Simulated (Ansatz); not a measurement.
Sn₂N₂H₆⁻, that is cyclo-(H2SnNH)2 with one electron more. The state is a doublet with charge -1. Geometry B3LYP-D4/def2-SVP, that of the neutral singlet; atoms count from 1.

Cartesian coordinates in Å:
```
Sn -1.4898 -0.2281 0.3502
H -2.2348 -0.6739 1.8387
H -2.6799 -0.0255 -0.8939
N -0.0723 1.2638 0.5391
Sn 1.5094 0.2081 -0.2697
H 2.0177 0.6577 -1.8650
H 2.8652 0.0677 0.7845
N 0.1724 -1.3632 -0.1251
H -0.2462 2.2555 0.3960
H 0.1585 -2.1620 -0.7548
```

In the def2 sets Sn takes a core potential; there is no spin–orbit coupling. The highest occupied level of the charge -1 doublet lies above zero (up to 1.41 eV). Energy differences disagree on whether the electron is bound (positive means bound): -0.09 eV (vertical, against the charge 0 singlet, at PBE0-D4/def2-TZVPD), but 0.07 eV at PBE-D4/def2-TZVPD.

(1) Estimate the Mulliken populations from the PBE0/def2-TZVPD orbitals of Ansatz.

(2) Where does the spin sit?

(3) And the Mayer bond orders between heavy atoms (over 0.3)?

Answers

(1) 
```json
{"atom": "Sn1", "charge (e)": "0.04", "spin (α − β)": "0.83"}
{"atom": "H2", "charge (e)": "-0.05", "spin (α − β)": "-0.04"}
{"atom": "H3", "charge (e)": "-0.06", "spin (α − β)": "-0.04"}
{"atom": "N4", "charge (e)": "-0.64", "spin (α − β)": "-0.15"}
{"atom": "Sn5", "charge (e)": "0.04", "spin (α − β)": "0.83"}
{"atom": "H6", "charge (e)": "-0.06", "spin (α − β)": "-0.04"}
{"atom": "H7", "charge (e)": "-0.05", "spin (α − β)": "-0.04"}
{"atom": "N8", "charge (e)": "-0.65", "spin (α − β)": "-0.15"}
{"atom": "H9", "charge (e)": "0.21", "spin (α − β)": "-0.09"}
{"atom": "H10", "charge (e)": "0.22", "spin (α − β)": "-0.09"}
```
Mulliken values depend strongly on the basis. With diffuse functions, as here, like atoms can get unlike values, and bond orders can come out too low or too high.

(2) Summed by element: Sn 1.66, H -0.36, N -0.29, of 1 unpaired in all. Largest on single atoms: Sn5 0.83, Sn1 0.83, N4 -0.15.

(3) Sn1–N4 0.67 (2.07 Å); Sn1–Sn5 0.85 (3.09 Å); Sn1–N8 0.67 (2.07 Å); N4–Sn5 0.67 (2.07 Å); Sn5–N8 0.67 (2.07 Å).
